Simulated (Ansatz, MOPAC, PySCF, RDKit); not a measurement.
Two conformers of propylene glycol (SMILES CC(O)CO), B3LYP-D3(BJ)/def2-TZVP minima.
Conformer 1 (charge 0, multiplicity 1, Z-matrix in Å and degrees):
```
C
H 1 1.0970
O 1 1.4363 2 109.19
H 3 0.9623 1 109.19 2 52.64
C 1 1.5188 2 108.11 3 -113.78
H 5 1.0909 1 109.84 2 -61.17
H 5 1.0986 6 108.23 1 118.51
O 5 1.4153 6 107.00 7 119.78
H 8 0.9657 5 106.38 6 169.92
C 1 1.5195 2 110.20 3 122.88
H 10 1.0913 1 110.46 2 179.70
H 10 1.0921 11 108.16 1 -121.52
H 10 1.0922 11 108.71 12 -116.70
```
Conformer 2 (charge 0, multiplicity 1):
```xyz
13

C     -1.32802     0.34267     0.31264
C     -0.16134    -0.10155    -0.55176
O     -0.40895    -1.35815    -1.18351
C      1.15380    -0.16928     0.22623
O      1.54233     1.08581     0.77204
H     -1.50375    -0.38214     1.11427
H     -2.23765     0.42684    -0.28242
H     -1.11544     1.30513     0.77846
H     -0.03444     0.60173    -1.38145
H     -0.69271    -1.98678    -0.50951
H      1.03915    -0.84326     1.07973
H      1.92925    -0.58352    -0.42621
H      1.81775     1.66250     0.05150
```

No zero-point or thermal terms.

The state that PM6 reach isn't checked.

The values were computed with Ansatz (Gaussian basis) for Hartree–Fock, density functionals and correlated methods; MOPAC for PM6 (differences of heats of formation); PySCF for the dispersion terms; RDKit for the force fields. Each number belongs to the level named beside it.

Question: One of these levels gives -33.8 meV for the electronic energy of conformer 2 less that of conformer 1. Which one is it?
(A) revPBE-D3(BJ)/def2-TZVPP
(B) UFF
(C) B97M-V/def2-TZVPP
(D) PM6

Answer: D, PM6. The others give -75.7 (UFF), 89.4 (revPBE-D3(BJ)/def2-TZVPP), 111.3 (B97M-V/def2-TZVPP)

Ansatz is an electronic-structure program.
